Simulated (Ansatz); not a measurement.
System: sum formula GeOF₂ (charge 0, singlet). SMILES: [O]=[Ge]([F])[F]
Structure (B3LYP-D3(BJ)/def2-TZVP (Ansatz, a program for electronic structure) minimum search):
```
Ge
O 1 1.6283
F 1 1.7138 2 129.39
F 1 1.7138 2 129.39 3 -180.00
```
Charge 0, spin multiplicity 1.

Computed values are from Ansatz. Cores are frozen in the correlated levels unless marked. UHF or UKS for open shells. No spin-orbit coupling. Frozen are the shells of the preceding noble gas and the d and f shells that filled before the atom's block. Non-relativistic. Basis-set limits of correlation are two-point, X^-3; Hartree-Fock from the larger set. [CCSD(T)-MP2]/basis is that difference in the basis named.

| Quantity | Result |
|---|---|
| atomisation energy De | 1429.6 kJ/mol at RI-MP2/CBS(aug-cc-pVTZ,aug-cc-pVQZ)+[CCSD(T)-MP2]/aug-cc-pVTZ |
| total energy | -2350.3211 Eh at RI-MP2/CBS(aug-cc-pVTZ,aug-cc-pVQZ)+[CCSD(T)-MP2]/aug-cc-pVTZ |
| dipole moment | 1.41 D at CCSD(T)/aug-cc-pVDZ |
| T1 diagnostic | 0.020 at CCSD/aug-cc-pVTZ |
